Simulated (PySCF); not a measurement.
# [HfBr3]+, singlet: computed properties

Level of theory: PySCF, PBE0, basis Hf def2-SVP with ECP60, Br def2-SVP (scalar-relativistic core potentials, no spin–orbit coupling, density fitting).

The structure is a minimum.

```xyz
4
charge 1 multiplicity 1, angstrom
Hf    0.0000   -0.4908   -0.0001
Br   -0.0017    0.3773    2.2468
Br    1.9466    0.3777   -1.1218
Br   -1.9449    0.3777   -1.1248
```

```
Point group                                                                   : C3v
Bond lengths                                                                  : Hf–Br 2.409 Å (×3)
Bond angles                                                                   : Br–Hf–Br 107.8° (×3)
Rotational symmetry number                                                    : 3
Principal polarisabilities                                                    : 55.0, 98.5, 98.5 bohr³
Highest occupied level                                                        : -13.51 eV
Zero-point energy                                                             : 6.6 kJ/mol
Dipole moment about the centre of mass                                        : 4.11 D
Lowest empty level                                                            : -8.70 eV
Heat capacity Cp at 298.15 K                                                  : 79.0 J/(mol K)
Principal quadrupole moments (Buckingham, traceless) about the centre of mass : -1.90, -1.90, 3.79 D Å
Enthalpy at 298.15 K above 0 K                                                : 19.47 kJ/mol
Entropy at 298.15 K and 1 bar                                                 : 376.4 J/(mol K)
Rotational constants                                                          : 0.02499, 0.02499, 0.01411 cm⁻¹
```

Harmonic modes (masses in u: Hf 179.947, Br 78.918):
```csv
symmetry,ω (cm⁻¹),"IR (km/mol, summed over degenerate members)",μ (u)
a1,69,3.7,101.57
e,75,0.4,84.64
a1,280,4.0,87.30
e,304,90.3,100.53
```

In C3v the vibrations span 2a1 + 2e.

Charges (e):
```json
{"atom": "Hf1", "Mulliken": "1.11", "Löwdin": "-0.08", "polar tensor": "2.04", "Mayer order to Hf1": "–"}
{"atom": "Br2,3,4", "Mulliken": "-0.04", "Löwdin": "0.36", "polar tensor": "-0.35", "Mayer order to Hf1": "1.49"}
```

Mulliken populations on Hf1 (electrons outside its core potential): s 2.46, p 6.20, d 2.12, f 0.11.

Outer orbital energies (eV). occupied: -15.25, -15.25, -14.71, -14.71, -14.47, -13.92, -13.92, -13.51; empty: -8.70, -7.83, -7.83, -6.72.

Formally Hf is in oxidation state +4, d0. A d0 centre has no lone pair, yet it is C3v rather than trigonal planar: covalent bonding through the d orbitals favours lower symmetry. The polar-tensor charge on Hf, 2.04, is far below the formal one.

Stability towards spin polarisation was not tested. Only a few start shapes were tried, so a lower isomer may exist. Spin–orbit coupling, left out here, can matter for elements this heavy.

The final relaxation and frequency run took about 11 core-minutes on a shared host.
